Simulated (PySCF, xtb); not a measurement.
trichloro(chlorosilyl)silane (Cl4H2Si2), SMILES Cl[SiH2][Si](Cl)(Cl)Cl.

GFN2-xTB run with xtb at its own geometry gives an orbital gap of 4.56 eV and a dipole moment of 1.47 D.

Coordinates come from a ωB97X-D3(BJ)/def2-SVP optimisation. The values are those of a single conformer.

### Question
What does PBE/def2-TZVP (PySCF) give? (Estimate from the structure and the level; the computed values follow.)

### Answer
gap 5.27 eV (levels -7.28 and -2.01 eV), dipole 1.21 D.
